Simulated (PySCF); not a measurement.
CH₅F₂NOSi. Atoms are numbered in the order given.

```xyz
11

N     -1.9513    -1.1482     0.6897
C     -0.6040    -1.3844     0.1768
Si     0.3573     0.1737    -0.1192
O      0.4529     1.0048     1.2913
F      1.8328    -0.0759    -0.7289
F     -0.3928     1.0950    -1.2199
H     -1.9102    -0.6074     1.5519
H     -2.4915    -0.5918     0.0295
H     -0.6608    -1.9684    -0.7574
H     -0.0496    -2.0297     0.8796
H      0.8091     1.8980     1.2845
```
Charge 0, spin multiplicity 1.

Geometry optimised at PBE0-D3(BJ)/def2-SVP. This is a generated structure with no PubChem entry under its InChIKey; it may be hypothetical. The values are those of a single conformer.

Computed with HF/pcSseg-1 (PySCF).

GIAO shieldings, no solvent; atoms listed in one row are averaged. δ = σ(ref) − σ: ¹⁵N against NH3 (σ = 267.3 ppm); ¹³C against TMS (σ = 192.6 ppm); ²⁹Si against TMS (σ = 393.8 ppm); ¹⁷O against H2O (σ = 333.0 ppm); ¹⁹F against CFCl3 (σ = 238.5 ppm); ¹H against TMS (σ = 31.99 ppm), references at their B3LYP-D3(BJ)/def2-TZVP geometries, non-relativistic.

```
nucleus    atoms  count  δ (ppm)
-------  -------  -----  -------
¹⁵N           N1      1      4.9
¹³C           C2      1     22.2
²⁹Si         Si3      1    -51.3
¹⁷O           O4      1     30.6
¹⁹F           F5      1   -119.7
¹⁹F           F6      1   -126.3
¹H           H11      1     2.97
¹H       H9, H10      2     2.37
¹H            H7      1     0.56
¹H            H8      1     0.41
```
